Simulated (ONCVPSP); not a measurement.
# Pseudopotential generation for O (Z = 8): ONCV, LDA (Perdew-Wang 92), non-relativistic.

ONCVPSP 4.0.1 was run on this input:

```
# ATOM AND REFERENCE CONFIGURATION
# atsym  z   nc   nv     iexc    psfile
  O 8.00    1    2  -001012      upf
#
#   n    l    f
    1    0    2.00
    2    0    2.00
    2    1    4.00
#
# PSEUDOPOTENTIAL AND OPTIMIZATION
# lmax
    1
#
#   l,   rc,      ep,       ncon, nbas, qcut
    0    0.65    0.00    5    8   10.00
    1    2.00    0.00    3    8    6.10
#
# LOCAL POTENTIAL
# lloc, lpopt,  rc(5),   dvloc0
    4    5    0.45    3.00
#
# VANDERBILT-KLEINMAN-BYLANDER PROJECTORs
# l, nproj, debl
    0    2    0.50
    1    2    3.30
#
# MODEL CORE CHARGE
# icmod, fcfact, rcfact
    0    0.00    0.00
#
# LOG DERIVATIVE ANALYSIS
# epsh1, epsh2, depsh
   -2.00    5.00    0.02
#
# OUTPUT GRID
# rlmax, drl
    6.00    0.01
#
# TEST CONFIGURATIONS
# ncnf
    4
# nvcnf
#   n    l    f
    2
    2    0    2.00
    2    1    3.00
#
    2
    2    0    2.00
    2    1    2.00
#
    2
    2    0    2.00
    2    1    1.00
#
    2
    2    0    0.00
    2    1    6.00
#
```

Command:

```bash
oncvpspnr.x < O.dat > O.out
```

Output (shortened: citation, most of the input echo, consistency checks and plot data are left out):

```
ONCVPSP  (Optimized Norm-Conservinng Vanderbilt PSeudopotential)
scalar-relativistic version 4.0.1

#   n    l    f        energy (Ha)
    1    0    2.00    -1.8758135E+01
    2    0    2.00    -8.7122088E-01
    2    1    4.00    -3.3826046E-01

Reference configufation results
  iterations    24
  all-electron total energy (Ha)   -7.44706521D+01

Begin loop to  construct optimized pseudo wave functions
and semi-local pseudopoentials for all angular momenta

WARNING wellstate: negative energy specified for n= 3 l=  0
WARNING scattering state with energy  0.25000000
WARNING will be used for the first projector

   Wellstate for l =  0  n =  3
     eigenvalue =   0.2500
     asymptotic potential =   0.7500
     half-point radius =  4.9631

Calculating optimized projector #   1

 for l=   0

    Fraction of norm inside rc  0.145929
    Optimizing pswf for qcut=  10.02 a_B^-1,  ecut=  50.24 Ha
    Residual kinetic energy error=  7.39D-03 Ha

    Energy error per electron        Cutoff
         Ha          eV             Ha
         0.01000     0.27211       30.44
         0.00100     0.02721      319.67
         0.00010     0.00272      393.69
         0.00001     0.00027      440.24

Calculating optimized projector #   2

 for l=   0

    Fraction of norm inside rc  0.022504
    Optimizing pswf for qcut=  10.02 a_B^-1,  ecut=  50.24 Ha
    Residual kinetic energy error=  3.27D-04 Ha

    Energy error per electron        Cutoff
         Ha          eV             Ha
         0.01000     0.27211       16.76
         0.00100     0.02721       33.49
         0.00010     0.00272      406.77
         0.00001     0.00027      527.16

   Wellstate for l =  1  n =  5
     eigenvalue =   2.9617
     asymptotic potential =   3.4617
     half-point radius =  3.9909

Calculating optimized projector #   1

 for l=   1

    Fraction of norm inside rc  0.860166
    Optimizing pswf for qcut=   6.09 a_B^-1,  ecut=  18.57 Ha
    Residual kinetic energy error=  1.54D-05 Ha

    Energy error per electron        Cutoff
         Ha          eV             Ha
         0.01000     0.27211       11.62
         0.00100     0.02721       14.47
         0.00010     0.00272       16.69
         0.00001     0.00027       22.73

Calculating optimized projector #   2

 for l=   1

    Fraction of norm inside rc  0.176387
    Optimizing pswf for qcut=   6.09 a_B^-1,  ecut=  18.57 Ha
    Residual kinetic energy error=  5.53D-04 Ha

    Energy error per electron        Cutoff
         Ha          eV             Ha
         0.01000     0.27211       14.58
         0.00100     0.02721       17.71
         0.00010     0.00272       52.08
         0.00001     0.00027      100.64

Construct Vanderbilt / Kleinmman-Bylander projectors

B matrix Hermiticity error, ll=   0
   1   2    8.3156E-10

  Orthonormal projector coefficients -1.9634E+02  1.2416E+01

B matrix Hermiticity error, ll=   1
   1   2    3.8857E-09

  Orthonormal projector coefficients -1.0532E+01 -1.2436E+00

Pseudoatom total energy  -15.133804

Diagnostic tests using Vanderbilt-Kleinman-Bylander pseudopotentials
  1 or more projectors used as specified by nproj input data

   l    rcore       rmatch      e in        delta e   norm test  slope test

   0   0.6518857   0.6716784  -0.8712209   0.0000000   1.0000000   1.0000000
   0   0.6518857   0.6716784   0.2500000   0.0000000   1.0000000   1.0000000

   1   2.0072055   2.0681486  -0.3382605  -0.0000280   0.9998835   0.9998323
   1   2.0072055   2.0681486   2.9617395  -0.0001562   1.0001981   1.0001981

 Testing for bound ghosts
   n   l    E NL Schr. Eq   E Basis Diag.   E Cutoff

       0                      -14.503667    611.05  WARNING - GHOST(-)
   1   0       -0.871221       -0.597668    611.05

   2   1       -0.338288       -0.337961     75.15

 Testing for highly-localized positive-energy ghosts
       l    <radius>/rc     E Basis Diag.   E Cutoff

       0        0.764362      215.722764    611.05  WARNING - GHOST(+)

       1        0.320620        2.680823     75.15  WARNING - GHOST(+)

Test configuration 0

   n   l     f        eae           eps        diff
   1   0  2.0000  -18.75813469
   2   0  2.0000   -0.87122088   -0.87122088    0.00D+00
   2   1  4.0000   -0.33826046   -0.33828846   -2.80D-05

    Total energies and differences
      AE_ref= -7.44706521D+01  AE_tst= -7.44706521D+01  dif=  0.00D+00
      PS_ref= -1.51338040D+01  PS_tst= -1.51338040D+01  dif= -1.78D-15
      PSP excitation error=  1.78D-15

Test configuration 1

   n   l     f        eae           eps        diff
   1   0  2.0000  -19.45095387
   2   0  2.0000   -1.44604177   -1.43994484    6.10D-03
   2   1  3.0000   -0.90393458   -0.88679699    1.71D-02

    Total energies and differences
      AE_ref= -7.44706521D+01  AE_tst= -7.38608776D+01  dif=  6.10D-01
      PS_ref= -1.51338040D+01  PS_tst= -1.45308438D+01  dif=  6.03D-01
      PSP excitation error=  6.81D-03

Test configuration 2

   n   l     f        eae           eps        diff
   1   0  2.0000  -20.33816242
   2   0  2.0000   -2.13007831   -2.10359869    2.65D-02
   2   1  2.0000   -1.59347850   -1.53253781    6.09D-02

    Total energies and differences
      AE_ref= -7.44706521D+01  AE_tst= -7.26216848D+01  dif=  1.85D+00
      PS_ref= -1.51338040D+01  PS_tst= -1.33279800D+01  dif=  1.81D+00
      PSP excitation error=  4.31D-02

Test configuration 3

   n   l     f        eae           eps        diff
   1   0  2.0000  -21.40417755
   2   0  2.0000   -2.90451652   -2.83536787    6.91D-02
   2   1  1.0000   -2.39034334   -2.24750874    1.43D-01

    Total energies and differences
      AE_ref= -7.44706521D+01  AE_tst= -7.06381660D+01  dif=  3.83D+00
      PS_ref= -1.51338040D+01  PS_tst= -1.14427411D+01  dif=  3.69D+00
      PSP excitation error=  1.41D-01

Test configuration 4

   n   l     f        eae           eps        diff
   1   0  2.0000  -18.80090513
   2   1  6.0000   -0.36648893   -0.37755630   -1.11D-02

    Total energies and differences
      AE_ref= -7.44706521D+01  AE_tst= -7.34003858D+01  dif=  1.07D+00
      PS_ref= -1.51338040D+01  PS_tst= -1.40607604D+01  dif=  1.07D+00
      PSP excitation error= -2.78D-03
```

oncvpspnr.x prints “scalar-relativistic version” in its banner although the run is non-relativistic.

Note: ghosts flagged at negative energy: s at -394.7 eV; GHOST(+) flagged for p at 72.9 eV. A true bound ghost makes a file unfit for plane-wave use.

The run took about 2.5 s on one core of a shared server CPU.
